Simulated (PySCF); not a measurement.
Method: delta-SCF UKS SCAN, pcX-2 on the ionised atom, pcseg-1 elsewhere, spin-free X2C in PySCF 2.14.0. Geometries: PBE0-D3(BJ)/def2-SVP; isolated species, one conformer each. Values against the vacuum level.

**Question.** Order these sites by rising C 1s binding energy.
A. C3 in `[O:1]=[P@@H:2]([CH2:3][OH:4])[C:5]1=[CH:6][CH2:7][CH2:8][CH2:9]1`
B. C7 in `[CH3:1][P@@:2](=[O:3])([OH:4])[C:5]1=[CH:6][CH2:7][CH2:8][CH2:9]1`
C. C2 in `[CH:1]#[C:2][AlH2-:3][NH3+:4]`

**Answer.** C (289.30 eV), B (290.81 eV), A (292.06 eV).

The highest is bonded to O, 2 H and P, the lowest to C (triple bond) and Al; the range is 2.76 eV.

1 of these hole states is spin-contaminated (⟨S²⟩ 0.87, against 0.75; counted from 0.85) and less certain.
